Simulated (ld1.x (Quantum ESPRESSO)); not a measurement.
## Be, RRKJ: configuration errors across variants

- Element: Be (Z = 4)
- Generator: ld1.x (Quantum ESPRESSO) 7.5
- Type: norm-conserving RRKJ (Kleinman–Bylander form)
- Functional: LDA (PZ)
- Relativity: scalar-relativistic
- Frozen core: none
- Valence charge: 4
- Reference configuration: 1s2 2s1 2p0 (charge +1)
- Partial waves: 2p (bound, empty): rc 4.10 bohr; 1s (bound): rc 0.45 bohr
- Local potential: the s channel
- Core correction: none
- rho0: 0.01

Occupied shells without a wave of their own: 2s. They enter only through the test configuration that unscreens the potential.

All-electron excitation energies from the reference (eV): (1) 1s2 2s2 2p0 -9.520; (2) 1s2 2s0 2p0 17.779; (3) 1s2 2s1.5 2p0 -5.768; (4) 1s1 2s2 2p0 117.201; (5) 1s2 2s0 2p1 3.814; (6) 1s2 2s1 2p0 spin -0.476; (7) 1s2 2s1.5 2p0 spin -5.849.

Spin tests fill each open shell by Hund’s rule, majority spin first.

The overlap operator is not positive definite (basis up to 400 Ry) in “type ultrasoft; waves now 1s (bound): rc 0.45 bohr; 2s (bound): rc 0.45 bohr; 2p (bound): rcut 3.55, rcutus 4.10 bohr; 2p channel at -0.25 Ry: rcut 3.55, rcutus 4.10 bohr; local potential all-electron potential smoothed inside 2.50 bohr (lloc = -1); augmentation PSQ, radius 0.35 bohr; rho0 0”. Such files are unfit for use, however small their errors in these radial tests.

Tests that are not counted but printed errors over 1 eV. “base”: 1s2 2s1 2p1 (solver errors, printed error -3.4 eV); 1s2 2s0 2p2 (solver errors, printed error -14.2 eV). “all radii scaled by about 1.14 (s 0.52, p 4.66 bohr)”: 1s2 2s1 2p1 (solver errors, printed error -3.4 eV); 1s2 2s0 2p2 (solver errors, printed error -14.2 eV). “wave 2p (bound): rc 4.10 bohr becomes 2p (bound): rc 4.08 bohr”: 1s2 2s1 2p1 (solver errors, printed error -3.4 eV); 1s2 2s0 2p2 (solver errors, printed error -14.2 eV). “wave 1s (bound): rc 0.45 bohr becomes 1s (bound): rc 0.28 bohr”: 1s2 2s1 2p1 (solver errors, printed error -13.4 eV); 1s2 2s0 2p2 (solver errors, printed error -14.2 eV). “all radii scaled by about 1.18 (s 0.54, p 4.84 bohr)”: 1s2 2s1 2p1 (solver errors, printed error -3.4 eV); 1s2 2s0 2p2 (solver errors, printed error -14.2 eV).

5 further variants failed, have other tests or another functional or relativity, and are left out.

A true bound ghost makes a file unfit for plane-wave use even where its test errors are small: the radial tests pick states by their node count and pass the ghost by. Where a test does run into it, the solver fails or the error is huge.

Errors AE − PS in meV (a dash: test not solved or not reliable):

| change | (1) | (2) | (3) | (4) | (5) | (6) | (7) | bound ghosts |
| --- | --- | --- | --- | --- | --- | --- | --- | --- |
| base | -20 | +39 | -12 | +35 | +8.9 | -0.8 | -12 | p |
| all radii scaled by about 1.14 (s 0.52, p 4.66 bohr) | -36 | +70 | -21 | +50 | +25 | -1.4 | -22 | p |
| wave 2p (bound): rc 4.10 bohr becomes 2p (bound): rc 4.08 bohr | -20 | +39 | -12 | +35 | +8.9 | -0.8 | -12 | p |
| wave 1s (bound): rc 0.45 bohr becomes 1s (bound): rc 0.28 bohr | -2.4 | +4.7 | -1.4 | -7.4 | +3.3 | -0.1 | -1.5 | not determined |
| all radii scaled by about 1.18 (s 0.54, p 4.84 bohr) | -46 | +89 | -27 | +56 | +36 | -1.7 | -28 | p |
| type ultrasoft; waves now 1s (bound): rc 0.45 bohr; 2s (bound): rc 0.45 bohr; 2p (bound): rcut 3.55, rcutus 4.10 bohr; 2p channel at -0.25 Ry: rcut 3.55, rcutus 4.10 bohr; local potential all-electron potential smoothed inside 2.50 bohr (lloc = -1); augmentation PSQ, radius 0.35 bohr; rho0 0 | -1.1 | +0.4 | -0.3 | +11 | +13 | – | – | not determined (overlap not positive) |

**Question.** Give the same row for: all radii scaled by about 0.92 (s 0.42, p 3.78 bohr).

**Answer.** -14, +27, -8.2, +26, +4.6, -0.6, -8.4; bound ghosts: p. Not counted: 1s2 2s1 2p1 (solver errors, printed error -13.4 eV); 1s2 2s0 2p2 (solver errors, printed error -14.2 eV).
